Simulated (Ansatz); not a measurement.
Consider the atomization: `C[C](C)(C)[Ge]([F])([F])[F]` → 4 C• + 3 F• + Ge• + 9 H•.

Computed with Ansatz on PBE0-D4/def2-TZVP structures; ΔE is electronic, products minus reactants. CCSD(T)/CBS is the MP2 limit (def2-TZVPP, def2-QZVPP) plus CCSD(T) − MP2 in def2-TZVPP, frozen cores. This one scheme is used for every species, atoms too. Open shells (•) are unrestricted, without spin–orbit coupling. Spin–orbit coupling would lower the free atoms: a little for C, F; clearly for Ge. For Ge outer-core shells are correlated without core-valence functions, so the limit isn't a true one: a few kJ/mol of doubt a bond, and 10 to 20 or more in all where bonds break to atoms. Scalar relativity is left out up to krypton.

```tsv
species	HF/def2-QZVPP energy (Eh)
`C[C](C)(C)[Ge]([F])([F])[F]`	-2530.79753
C•	-37.69363
F•	-99.41589
Ge•	-2075.36298
H•	-0.49998
```

(1) Work out ΔE.

Largest T1 diagnostic among the species: 0.011.

Results:

(1) ΔE = 9 × (-0.49998) + 4 × (-37.69363) + 3 × (-99.41589) + (-2075.36298) − (-2530.79753) = 1.91254 Eh = +1200.1 kcal/mol. CCSD(T)/CBS gives +1616.3 kcal/mol.

The D4 term adds +15.9 kcal/mol with B3LYP and +8.5 kcal/mol with PBE0; it sums over pairs of atoms, weighted by their polarisabilities, and B3LYP, whose exchange is more repulsive, gets the larger term. Leaving LDA and LC-ωPBE aside and taking each functional with its dispersion term where it has one, the values, not all of them listed here, spread over 80.7 kcal/mol, from BHLYP-D4 to PBE-D4. LDA lies +212.7 kcal/mol from PBE without D4, its usual overbinding.

B3LYP here is the variant with VWN-RPA as its local correlation; programs differ in this.

For atomizations the MP2-based limit and the directly extrapolated one differ by several kJ/mol either way, and by 10 to 25 for some Ge, Se and Sn compounds, so smaller differences from it don't rank the levels.
